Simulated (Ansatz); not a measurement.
`C=C[SiH2][AlH2]` and `C=C[SiH2][SiH2]S` differ in one atom or group.

Ansatz, PBE0-D4/def2-TZVP geometries, multiplicity 1. Each molecule was computed in one conformer, which needn't be the lowest.

```tsv
property	`C=C[SiH2][AlH2]`
HOMO energy (PBE/def2-TZVPP) / eV	-6.07
HOMO–LUMO gap (PBE0/def2-TZVPP) / eV	5.08
HOMO energy (ωB97M-V/def2-TZVPP) / eV	-9.07
LUMO energy (PBE/def2-TZVPP) / eV	-2.78
HOMO–LUMO gap (ωB97M-V/def2-TZVPP) / eV	8.69
HOMO energy (B3LYP/def2-TZVPP) / eV	-6.90
```

Task: Give the same properties after the change, and the shifts. (Best estimate.)

Result: The calculation gave: 
```json
{"property": "HOMO energy (PBE/def2-TZVPP) / eV", "`C=C[SiH2][SiH2]S`": "-6.02", "shift": "0.05"}
{"property": "HOMO–LUMO gap (PBE0/def2-TZVPP) / eV", "`C=C[SiH2][SiH2]S`": "6.27", "shift": "1.19"}
{"property": "HOMO energy (ωB97M-V/def2-TZVPP) / eV", "`C=C[SiH2][SiH2]S`": "-9.26", "shift": "-0.19"}
{"property": "LUMO energy (PBE/def2-TZVPP) / eV", "`C=C[SiH2][SiH2]S`": "-1.85", "shift": "0.93"}
{"property": "HOMO–LUMO gap (ωB97M-V/def2-TZVPP) / eV", "`C=C[SiH2][SiH2]S`": "10.36", "shift": "1.67"}
{"property": "HOMO energy (B3LYP/def2-TZVPP) / eV", "`C=C[SiH2][SiH2]S`": "-6.95", "shift": "-0.05"}
```

With PBE0 the HOMO falls by 0.08 eV and the LUMO rises by 1.11 eV, so the gap widens by about 1.19 eV. PBE moves the HOMO by 0.05 eV and ωB97M-V by -0.19 eV.

B3LYP here is the variant with VWN-RPA as its local correlation; programs differ in this.
